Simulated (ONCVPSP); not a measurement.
What one change does to a pseudopotential (Hf, ONCV)

Hf, optimised norm-conserving Vanderbilt (ONCV), made with ONCVPSP 4.0.1 (PBE, scalar-relativistic). Core [Kr] 4d10 4f14, reference 5s2 5p6 5d2 6s1 (charge +1). Waves: 5s+6s: rc 1.80 bohr, ncon 4, nbas 9, qcut 6.8 1/bohr, 2 projectors; 5p: rc 1.50 bohr, ncon 5, nbas 9, qcut 5 1/bohr, 1 projector; 5d: rc 2.35 bohr, ncon 3, nbas 8, qcut 5.8 1/bohr, 2 projectors, debl 0.4 Ha. Local part: polynomial inside 1.15 bohr (lpopt 5, dvloc0 0 Ha). Core correction: Teter function fitted to the true core (icmod 2), fcfact 0.5.

Change: p: rc 2.06.

Cutoffs: the cutoffs (Ha) at which the residual kinetic energy of the hardest occupied pseudo-wave falls to 1 and 0.1 mHa per electron; they do not see the model core or the augmentation charge, which bear on the density cutoff. Errors are all-electron minus pseudo energies relative to the spin-unpolarised reference configuration.

Task: How do hardness, ghosts and transferability respond?

Result: The potential gets softer (95 Ha and 115 Ha → 17 Ha and 20 Ha); both files keep a bound ghost (d); of the 4 tests that both files solve, the error grows in 1 and shrinks in 1 by more than 15 % and 0.3 meV (median size 6.4 → 6.5 meV). A larger radius leaves more room for a smooth pseudo-wave, so fewer plane waves are needed.

```csv
quantity,base,changed
"cutoff, loose",95 Ha,17 Ha
"cutoff, tight",115 Ha,20 Ha
loose cutoff by channel,"s 17 Ha, p 95 Ha, d 11 Ha","s 17 Ha, p 9.7 Ha, d 11 Ha"
bound ghosts,d,d
GHOST(+) flags under 300 eV,s at 72.3 eV,s at 72.3 eV
"error for 5s2 5p6 5d2 6s2, meV [ΔE -7.98 eV]",+6.6,+6.6
"error for 5s2 5p6 5d2 6s0, meV [ΔE 14.18 eV]",+6.3,+6.4
"error for 5s2 5p6 5d1 6s0, meV [ΔE 35.97 eV]",-2.7,-0.9
"error for 5s2 5p6 5d2 6s0 6p2, meV [ΔE -0.11 eV]",+108,+202
s: phases at 1.82 bohr within 0.05 rad from the reference energy up to (Ha; the scan ends near 5),2.4,2.4
d: phases at 2.39 bohr within 0.05 rad from the reference energy up to (Ha; the scan ends near 5),to the end of the scan,to the end of the scan
"rms error of d²Exc/dni dnj with the model core, mHa",0.65,0.55
```

 A true bound ghost makes a file unfit for plane-wave use even where its test errors are small: the radial tests pick states by their node count and pass the ghost by.
